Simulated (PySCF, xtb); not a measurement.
C3H7NSi2, SMILES C1(N=C[SiH2][SiH2]1)=C.

GFN2-xTB in xtb at its own geometry gives an orbital gap of 1.80 eV and a dipole moment of 1.81 D.

Geometry: r2SCAN-D4/def2-SVP. This is a generated structure with no PubChem entry under its InChIKey; it may be hypothetical.

Problem. What does PBE/def2-TZVP (PySCF) give? (Estimate from the structure and the level; the computed values follow.)

Solution. gap 2.99 eV (levels -5.63 and -2.64 eV), dipole 0.71 D.
